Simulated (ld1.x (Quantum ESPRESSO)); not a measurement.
**PBE RRKJ dataset for phosphorus (P), non-relativistic all-electron reference.**

phosphorus (P), norm-conserving RRKJ (Kleinman–Bylander form), made with ld1.x (Quantum ESPRESSO) 7.5 (PBE, non-relativistic). Core [Ne], reference 3s2 3p1 (charge +2). Waves: 3p (bound): rc 1.50 bohr; 3s (bound): rc 1.05 bohr. Local part: the s channel. Core correction: none. rho0 = 0.01.

Results:

| Quantity | Value |
| --- | --- |
| Cutoffs needed | 80 Ry and 300 Ry (the cutoffs (Ry, on a coarse ladder) from which the occupation-weighted sum of valence levels, in a spherical-Bessel basis at the reference potential, stays within 10 and 1 mRy of its value at 400 Ry) |
| Ghost test | no extra level below or beside the all-electron valence levels (p, s, d, f tested) (spherical-Bessel basis up to 400 Ry, 20 bohr box) |
| Largest excitation error | +170 meV (all-electron minus pseudo) for 3s1 3p0, out of 7 test configurations |

Generation and tests took about 1.6 s on one core of a shared server CPU.
